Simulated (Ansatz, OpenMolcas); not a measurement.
A small benchmark: atomisation enthalpy at 298 K

6 molecules holding an element from Na to Cl; the atomisation enthalpy at 298 K in kJ/mol, computed less measured. Shapes, held fixed at every level: PBE0-D4/def2-TZVP. Flexible molecules stand in one conformer, not always the lowest. Thermal terms are harmonic and unscaled (PBE0-D4/def2-TZVP); the spin-orbit lowering of the free atoms is taken from their spectra. Programs: Ansatz 0.2.0, OpenMolcas 26.06. A level may come from different programs for different species; with the same settings they agree closely. Measured values: Active Thermochemical Tables, CRC Handbook of Chemistry and Physics, NIST-JANAF tables.

Levels: A = B3LYP/6-31G* (spherical functions); B = MP2/def2-SVP; C = CCSD/def2-TZVPP.

```json
{"molecule": "H2S (hydrogen sulfide)", "from tabulated heats": "733", "A": "-32", "B": "-77", "C": "-28"}
{"molecule": "SOF2 (thionyl fluoride)", "from tabulated heats": "1229", "A": "-79", "B": "-143", "C": "-96"}
{"molecule": "H2S2 (SMILES SS)", "from tabulated heats": "974", "A": "-67", "B": "-138", "C": "-66"}
{"molecule": "CH2Cl2 (dichloromethane)", "from tabulated heats": "1490", "A": "-40", "B": "-92", "C": "-83"}
{"molecule": "SiCl4 (silicon tetrachloride)", "from tabulated heats": "1598", "A": "-159", "B": "-114", "C": "-116"}
{"molecule": "C2H6S (dimethyl sulfide)", "from tabulated heats": "3056", "A": "-24", "B": "-170", "C": "-116"}
```

**Question.** Which level does best on this set, which worst, and which err to one side?

**Answer.** 
```tsv
level	kind	mean error	mean absolute error	worst case
B3LYP/6-31G* (spherical functions)	global hybrid	-66.8	66.8	SiCl4
MP2/def2-SVP	perturbation theory	-122.3	122.3	C2H6S
CCSD/def2-TZVPP	coupled cluster or CI	-84.2	84.2	SiCl4
```

On this set B3LYP/6-31G* (spherical functions) has the smallest mean absolute error and MP2/def2-SVP the largest. B3LYP/6-31G* (spherical functions) is too low in 6 of 6; MP2/def2-SVP is too low in 6 of 6; CCSD/def2-TZVPP is too low in 6 of 6. The tabulated value of SOF2 is in doubt (older tables, estimates, or at odds with other calculations) and kept here. Over the 5 molecules whose values aren't doubted the mean absolute errors are A 64.4; B 118.2; C 81.8. A functional in a double-zeta set wins here by errors that cancel. For CCSD/def2-TZVPP the error grows with the size of the molecule. Correlated wave functions converge slowly with the basis. CCSD also lacks the triples, which bind further. The set is small.
